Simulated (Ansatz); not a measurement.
The cluster RbBr₂. Charge 0, multiplicity 2. Geometry PBE-D4/def2-TZVP; atoms count from 1.

```xyz
3

Rb    0.000    0.003    0.000
Br    2.881    0.161    1.572
Br   -2.881   -0.164   -1.573
```

In the def2 sets Rb takes a core potential; there is no spin–orbit coupling. Another isomer (doublet) lies 0.69 eV lower at PBE0-D4/def2-TZVP; other spin states weren't run for this one.

Estimate the Mulliken populations from the PBE0/def2-TZVP orbitals of Ansatz.


```json
{"atom": "Rb1", "charge (e)": "0.78", "spin (α − β)": "-0.02"}
{"atom": "Br2", "charge (e)": "-0.39", "spin (α − β)": "0.51"}
{"atom": "Br3", "charge (e)": "-0.39", "spin (α − β)": "0.51"}
```
Mulliken values and Mayer orders depend strongly on the basis.

Where does the spin sit?

Summed by element: Rb -0.02, Br 1.02, of 1 unpaired in all. Largest on single atoms: Br2 0.51, Br3 0.51, Rb1 -0.02.
